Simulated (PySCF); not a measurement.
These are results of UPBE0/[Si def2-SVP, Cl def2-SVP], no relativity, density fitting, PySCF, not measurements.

```xyz
4
charge 0 multiplicity 2, angstrom
Si    0.0000    0.0000   -0.5488
Cl    1.9388    0.0000    0.1463
Cl   -0.9694    1.6791    0.1463
Cl   -0.9694   -1.6791    0.1463
```

SiCl₃ (doublet), along the line from Si1 (at 0) through Cl2 (at 2.060 Å).

Problem. Tabulate the fields along this line at -0.62, -0.51, -0.41, -0.31, -0.21, -0.10, 0.10, 0.21, 0.31, 0.41, 0.51, 0.62, 0.72, 0.82, 0.93, 1.03, 1.13, 1.24, 1.34, 1.44, 1.54, 1.65, 1.75, 1.85, 1.96, 2.16, 2.27, 2.37, 2.47, 2.57, 2.68, 2.78, 2.88, 2.99, 3.09, 3.19, 3.30 Å.

Solution. 
```csv
distance (Å),electron density (e/Å³),spin density (e/Å³),electron localisation function,electrostatic potential (V)
-0.62,0.681,0.0711,0.0674,44.7
-0.51,1.63,0.0431,0.222,64.2
-0.41,5.28,0.0049,0.679,97.8
-0.31,17.5,0.0355,0.86,168
-0.21,50.8,0.309,0.806,362
-0.10,136,0.325,0.195,1130
0.10,136,-0.00985,0.194,1130
0.21,50.6,0.0157,0.804,362
0.31,17.5,0.0029,0.858,169
0.41,5.3,-0.00067,0.657,98.1
0.51,1.7,-0.00158,0.179,64.4
0.62,0.817,-0.00475,0.0665,44.9
0.72,0.639,-0.00799,0.141,32.4
0.82,0.652,-0.00912,0.473,24.2
0.93,0.73,-0.0069,0.764,19.3
1.03,0.853,-0.000473,0.845,17.2
1.13,1.03,0.0111,0.861,18
1.24,1.27,0.0283,0.852,22.3
1.34,1.55,0.0498,0.794,31.4
1.44,1.8,0.0695,0.562,47.7
1.54,2.09,0.0747,0.17,75
1.65,3.48,0.0505,0.092,122
1.75,13.3,0.00409,0.591,210
1.85,62.4,0.0763,0.862,430
1.96,205,0.53,0.351,1340
2.16,207,0.303,0.357,1330
2.27,62.8,0.0261,0.863,429
2.37,13.3,0.00282,0.573,209
2.47,3.47,0.0275,0.0946,120
2.57,2.02,0.0443,0.19,73.6
2.68,1.61,0.0472,0.597,45.8
2.78,1.24,0.0409,0.812,28.8
2.88,0.88,0.0313,0.849,18.3
2.99,0.593,0.0225,0.835,11.7
3.09,0.389,0.0157,0.793,7.56
3.19,0.254,0.011,0.723,4.91
3.30,0.167,0.00768,0.631,3.2
```

On a grid of 0.10 Å the density has a local minimum along the bond near 0.72 Å from Si, at 0.64 e/Å³, where the ELF is 0.14.
